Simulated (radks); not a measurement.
Values are calculated unless marked as measured or tabulated.
Q: The table gives one normalised radial function P(r) = r R(r) of Li+ in [He] (r in bohr). Level of theory: non-relativistic Kohn-Sham, BLYP, spin-polarised, spherical densities, point nucleus (a radial shooting solver on a logarithmic mesh with Libxc functionals).

| r | P |
|---|---|
| 0.01819 | 0.1613 |
| 0.0197 | 0.1740 |
| 0.02117 | 0.1861 |
| 0.02293 | 0.2005 |
| 0.02484 | 0.2160 |
| 0.02691 | 0.2325 |
| 0.02892 | 0.2484 |
| 0.03133 | 0.2671 |
| 0.03394 | 0.2871 |
| 0.03677 | 0.3083 |
| 0.03983 | 0.3309 |
| 0.0428 | 0.3524 |
| 0.04637 | 0.3777 |
| 0.05023 | 0.4044 |
| 0.05441 | 0.4326 |
| 0.05848 | 0.4593 |
| 0.06335 | 0.4903 |
| 0.06862 | 0.5228 |
| 0.07434 | 0.5567 |
| 0.08053 | 0.5919 |
| 0.08654 | 0.6248 |
| 0.09375 | 0.6624 |
| 0.1016 | 0.7010 |
| 0.11 | 0.7405 |
| 0.1182 | 0.7766 |
| 0.1281 | 0.8171 |
| 0.1387 | 0.8577 |
| 0.1503 | 0.8980 |
| 0.1628 | 0.9376 |
| 0.175 | 0.9724 |
| 0.1895 | 1.0095 |
| 0.2053 | 1.0445 |
| 0.2224 | 1.0769 |
| 0.239 | 1.1033 |
| 0.259 | 1.1289 |
| 0.2805 | 1.1501 |
| 0.3039 | 1.1661 |
| 0.3292 | 1.1764 |
| 0.3538 | 1.1804 |
| 0.3832 | 1.1783 |
| 0.4151 | 1.1690 |
| 0.4497 | 1.1522 |
| 0.4833 | 1.1305 |
| 0.5236 | 1.0991 |
| 0.5672 | 1.0600 |
| 0.6144 | 1.0136 |
| 0.6656 | 0.9603 |
| 0.7153 | 0.9072 |
| 0.7748 | 0.8432 |
| 0.8394 | 0.7749 |
| 0.9093 | 0.7037 |
| 0.9771 | 0.6381 |
| 1.059 | 0.5650 |
| 1.147 | 0.4929 |
| 1.242 | 0.4234 |
| 1.346 | 0.3575 |
| 1.446 | 0.3023 |
| 1.567 | 0.2464 |
| 1.697 | 0.1966 |
| 1.838 | 0.1533 |
| 1.976 | 0.1199 |
| 2.14 | 0.0889 |
| 2.318 | 0.0639 |

Which n and l does it have? It may be an empty orbital.

A: n = 1, l = 0: the number of nodes gives n - l - 1 = 0, the rise at small r (about r^(l+1)) gives l, and the extent must fit the shell. The curve is that of 1s. 1s: eigenvalue -60.713 eV, 0 radial nodes, <r> = 0.579 bohr, 90 % of the charge inside 1.05 bohr.
